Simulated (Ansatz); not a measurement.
A run for Ansatz (a program for electronic structure): U-CCSD(T)/cc-pVTZ on C2H3O (SMILES [CH2]C=O), 2S+1 = 2, atoms moved off the minimum.

Ansatz 0.2 input:
```yaml
crystal:
  periodic: [false, false, false]
  atoms:
    - {symbol: C, position_ang: [-1.17927844, 0.14876472, -0.00867387]}
    - {symbol: C, position_ang: [0.23855395, 0.32390898, 0.03619436]}
    - {symbol: O, position_ang: [0.85840568, -0.65228912, 0.04028047]}
    - {symbol: H, position_ang: [-1.59359918, -0.69736944, 0.13435410]}
    - {symbol: H, position_ang: [-1.88916753, 0.99790522, 0.00576892]}
    - {symbol: H, position_ang: [0.62333913, 1.39705165, -0.16585820]}
basis:
  gaussian:
    orbitals: cc-pVTZ
magnetization: {spin_polarized: true, initial_magnetization: 1}
correlation: {method: ccsd_t, electrons: outside_noble_gas}
scf: {omitted_lower_state_checks: [cluster_reference]}
output: {forces: true}
```

Output:

```
Functional definition: HF
[...]
these checks for a lower state are left out or cut short: cluster_reference
integrals: 0.40 GiB planned
763 factors; integrals over basis functions are off by at most 1.2e-3 eV
mean field: 0.31 GiB planned
mean field evaluation 1: about -4142.3379 eV, gradient 2.4e1 eV
mean field evaluation 2: about -4142.3404 eV, gradient 2.4e1 eV
mean field evaluation 4: about -4144.8991 eV, gradient 3.1e0 eV
mean field evaluation 8: about -4145.0554 eV, gradient 3.2e-1 eV
mean field evaluation 16: about -4145.0622 eV, gradient 1.7e-6 eV
mean field -4145.06218818 eV, -152.3282257915 hartree, gradient 1.7e-6 eV, S^2 0.840201; 0 other end points of the search recorded, 0 dependent functions left out
3 core orbitals not correlated
reference -4145.06218818 eV, -152.3282257915 hartree; 9, 8 occupied and 120, 121 virtual orbitals, 763 factors
densities: 1.48 GiB planned
second order -14.00388408 eV of doubles, -0.00000000 eV of singles
coupled cluster: 1.60 GiB planned
cycle   1  -14.25125192 eV  change   -2.5e-1 eV  update   8.8e-2
cycle   2  -14.64352160 eV  change   -3.9e-1 eV  update   3.2e-2
cycle   3  -14.76938618 eV  change   -1.3e-1 eV  update   2.2e-2
cycle   4  -14.77033817 eV  change   -9.5e-4 eV  update   9.4e-3
cycle   5  -14.77014342 eV  change    1.9e-4 eV  update   4.0e-3
cycle   6  -14.77180805 eV  change   -1.7e-3 eV  update   1.4e-3
cycle   7  -14.77192059 eV  change   -1.1e-4 eV  update   6.7e-4
cycle   8  -14.77204313 eV  change   -1.2e-4 eV  update   3.5e-4
cycle   9  -14.77213575 eV  change   -9.3e-5 eV  update   1.6e-4
cycle  10  -14.77207582 eV  change    6.0e-5 eV  update   7.0e-5
cycle  11  -14.77211633 eV  change   -4.1e-5 eV  update   3.3e-5
cycle  12  -14.77212317 eV  change   -6.8e-6 eV  update   1.9e-5
cycle  13  -14.77213319 eV  change   -1.0e-5 eV  update   1.4e-5
cycle  14  -14.77213168 eV  change    1.5e-6 eV  update   1.0e-5
cycle  15  -14.77212897 eV  change    2.7e-6 eV  update   6.3e-6
cycle  16  -14.77212762 eV  change    1.3e-6 eV  update   3.1e-6
cycle  17  -14.77212783 eV  change   -2.1e-7 eV  update   1.4e-6
cycle  18  -14.77212856 eV  change   -7.3e-7 eV  update   6.1e-7
coupled cluster: 1.61 GiB planned
perturbative correction -0.58182726 eV, -0.0213817574 hartree
the calculation of the forces begins
Total energy: -4160.41614400 eV, -152.8924732606 hartree
Atom 0 at    -1.179278     0.148765    -0.008674 Å, force     0.427961     7.508824    -0.208188 eV/Å
Atom 1 at     0.238554     0.323909     0.036194 Å, force    -3.647877     5.214559    -1.484595 eV/Å
Atom 2 at     0.858406    -0.652289     0.040280 Å, force     5.055336    -4.996112     0.448213 eV/Å
Atom 3 at    -1.593599    -0.697369     0.134354 Å, force    -2.420351    -6.231958     0.829787 eV/Å
Atom 4 at    -1.889168     0.997905     0.005769 Å, force     0.635701    -0.293111    -0.215913 eV/Å
Atom 5 at     0.623339     1.397052    -0.165858 Å, force    -0.050768    -1.202203     0.630696 eV/Å
Dipole moment:    -0.360368     0.317492     0.008298 e Å
Checks for a lower state left out: cluster_reference
```

The run converged.

Cost: around 8 core-minutes (rough).
